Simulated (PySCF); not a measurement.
Compound: C6H8OSi.
Atom-mapped SMILES: `[SiH3:1][O:2][c:3]1[cH:4][cH:5][cH:6][cH:7][cH:8]1` (hydrogens: H9, H10, H11 on Si1; H12 on C4; H13 on C5; H14 on C6; H15 on C7; H16 on C8)

Method: TDDFT PBE0/def2-SVPD, vertical, gas phase, core orbitals frozen in the response in PySCF 2.14.0, density-fitted response routines. Geometry: GFN2-xTB, one conformer, isolated molecule. Torsions of this conformer, `[SiH3:1][O:2][c:3]1[cH:4][cH:5][cH:6][cH:7][cH:8]1`: Si1–O2–C3–C4 -179°.

Computed states:

```json
{"state": "S1", "E (eV)": "5.28", "f": "0.022"}
{"state": "S2", "E (eV)": "5.88", "f": "0.0004"}
{"state": "S3", "E (eV)": "5.98", "f": "0.101"}
{"state": "S4", "E (eV)": "6.46", "f": "0.0004"}
{"state": "S5", "E (eV)": "6.79", "f": "0.0003"}
{"state": "S6", "E (eV)": "6.83", "f": "0.013"}
{"state": "S7", "E (eV)": "6.94", "f": "0.704"}
{"state": "S8", "E (eV)": "6.98", "f": "0.354"}
```

Broadening: Gaussians 0.4 eV wide at half height, area fixed by f = 4.319×10⁻⁹ ∫ε dν̃. The cross-section is σ = 3.8235×10⁻²¹ ε cm², given in Mb (10⁻¹⁸ cm²). The width is an assumption, not a result. The curve ends short of the highest state used, and states not computed would add to its high-energy end.

(1) Give the broadened spectrum and its maxima.

(2) On this curve, what absorbance would a 10⁻⁴ mol/L sample give at 222 nm over a 1 cm path?

(3) Coming from long wavelengths, where does ε first pass 100 L mol⁻¹ cm⁻¹?

Answers

(1) 
| E (eV) | σ (Mb) |
| --- | --- |
| 4.68 | 0.01 |
| 4.71 | 0.02 |
| 4.74 | 0.04 |
| 4.77 | 0.07 |
| 4.80 | 0.11 |
| 4.83 | 0.18 |
| 4.86 | 0.29 |
| 4.89 | 0.43 |
| 4.92 | 0.64 |
| 4.95 | 0.91 |
| 4.99 | 1.39 |
| 5.02 | 1.84 |
| 5.05 | 2.36 |
| 5.08 | 2.94 |
| 5.11 | 3.55 |
| 5.14 | 4.16 |
| 5.17 | 4.71 |
| 5.20 | 5.18 |
| 5.23 | 5.52 |
| 5.26 | 5.70 |
| 5.29 | 5.70 |
| 5.33 | 5.45 |
| 5.36 | 5.09 |
| 5.39 | 4.62 |
| 5.42 | 4.10 |
| 5.45 | 3.57 |
| 5.48 | 3.11 |
| 5.51 | 2.76 |
| 5.54 | 2.59 |
| 5.57 | 2.66 |
| 5.60 | 3.02 |
| 5.64 | 4.03 |
| 5.67 | 5.23 |
| 5.70 | 6.85 |
| 5.73 | 8.87 |
| 5.76 | 11.23 |
| 5.79 | 13.87 |
| 5.82 | 16.63 |
| 5.85 | 19.35 |
| 5.88 | 21.84 |
| 5.91 | 23.90 |
| 5.94 | 25.36 |
| 5.98 | 26.15 |
| 6.01 | 25.80 |
| 6.04 | 24.68 |
| 6.07 | 22.88 |
| 6.10 | 20.56 |
| 6.13 | 17.92 |
| 6.16 | 15.14 |
| 6.19 | 12.41 |
| 6.22 | 9.88 |
| 6.25 | 7.66 |
| 6.29 | 5.29 |
| 6.32 | 4.01 |
| 6.35 | 3.19 |
| 6.38 | 2.85 |

Maxima: 235 nm (5.28 eV), ε about 1500, made up of S1 (100%); 207 nm (5.98 eV), ε about 6800, made up of S3 (100%) (ε in L mol⁻¹ cm⁻¹; maxima over ε = 5, shares over 10%).

(2) 222 nm is 5.585 eV, where ε is about 730 L mol⁻¹ cm⁻¹, so A = ε c l ≈ 0.073 (Beer–Lambert, with the gas-phase spectrum and the assumed width).

(3) At about 254 nm (4.88 eV), 0.39 eV below S1.
